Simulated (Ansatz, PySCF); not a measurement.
This Ansatz (a quantum-chemistry and plane-wave program) input computes a BLYP/def2-TZVPD energy:

Ansatz 0.2 input:
```yaml
crystal:
  periodic: [false, false, false]
  atoms:
    - {symbol: Ba, position_ang: [-0.03955420, 0.19697290, 0.22970621]}
    - {symbol: F, position_ang: [-0.13682020, 0.80481059, -1.97499508]}
    - {symbol: F, position_ang: [0.38293525, -2.03041977, 0.54571198]}
basis:
  gaussian:
    orbitals: def2-TZVPD
hamiltonian:
  xc: {name: BLYP}
total_charge: -1
magnetization: {spin_polarized: true, initial_magnetization: 1}
output: {forces: true}
```

Q: Write an input for the same energy in PySCF and say what it gives.

A: 
```python
from pyscf import gto, scf, dft

mol = gto.M(
    atom='''
    Ba   -0.03955420    0.19697290    0.22970621
    F    -0.13682020    0.80481059   -1.97499508
    F     0.38293525   -2.03041977    0.54571198
    ''',
    basis='def2-tzvpd',
    ecp='def2-tzvp',
    charge=-1,
    spin=1,
    verbose=4,
)

mf = dft.UKS(mol, xc='blyp').density_fit(auxbasis='def2-universal-jkfit')
mf.grids.level = 3
mf.conv_tol = 1e-9
mf.max_cycle = 100
mf.max_memory = 1500
mf.kernel()
if not mf.converged:
    mf = mf.newton()
    mf.kernel(mf.make_rdm1())
for _ in range(2):
    mo, _, stable, _ = mf.stability(return_status=True)
    if stable:
        break
    mf.kernel(mf.make_rdm1(mo, mf.mo_occ))
mf.analyze()
```
It gives -225.41584 Eh, and Ansatz -225.42260 Eh, a difference of 6.76 mEh. That is more than fitting and grids explain: the two runs ended on different electronic states or use different definitions.
